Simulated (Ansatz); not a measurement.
`C[N]=[W](=[O])([OH])[OH]` and `C[N]=[Mo](=[O])([OH])[OH]` differ in one element.

Ansatz, PBE0-D4/def2-TZVP geometries, multiplicity 1. Each molecule was computed in one conformer, which needn't be the lowest.

Elements past krypton have def2 core potentials.

```
                                          property  `C[N]=[W](=[O])([OH])[OH]`
             LUMO energy (ωB97M-V/def2-TZVPP) / eV                        1.09
           HOMO–LUMO gap (ωB97M-V/def2-TZVPP) / eV                       10.89
size of the dipole moment (ωB97M-V/def2-TZVPP) / D                        4.27
                HOMO energy (PBE0/def2-TZVPP) / eV                       -7.54
               HOMO energy (B3LYP/def2-TZVPP) / eV                       -7.32
               HOMO–LUMO gap (PBE/def2-TZVPP) / eV                        4.61
```

(1) What does the change do to each property? (Best estimate.)

Answers

(1) The calculation gave: 
| property | `C[N]=[Mo](=[O])([OH])[OH]` | shift |
| --- | --- | --- |
| LUMO energy (ωB97M-V/def2-TZVPP) / eV | 0.71 | -0.38 |
| HOMO–LUMO gap (ωB97M-V/def2-TZVPP) / eV | 10.68 | -0.21 |
| size of the dipole moment (ωB97M-V/def2-TZVPP) / D | 4.31 | 0.04 |
| HOMO energy (PBE0/def2-TZVPP) / eV | -7.70 | -0.16 |
| HOMO energy (B3LYP/def2-TZVPP) / eV | -7.49 | -0.17 |
| HOMO–LUMO gap (PBE/def2-TZVPP) / eV | 4.21 | -0.40 |

With PBE0 the HOMO falls by 0.16 eV and the LUMO falls by 0.59 eV, so the gap narrows by about 0.43 eV. PBE moves the HOMO by -0.14 eV and ωB97M-V by -0.17 eV. Dipoles are sizes alone; their direction can turn.

Positive LUMOs are unbound, so they and the gaps depend on the basis.

B3LYP here is the variant with VWN-RPA as its local correlation; programs differ in this.
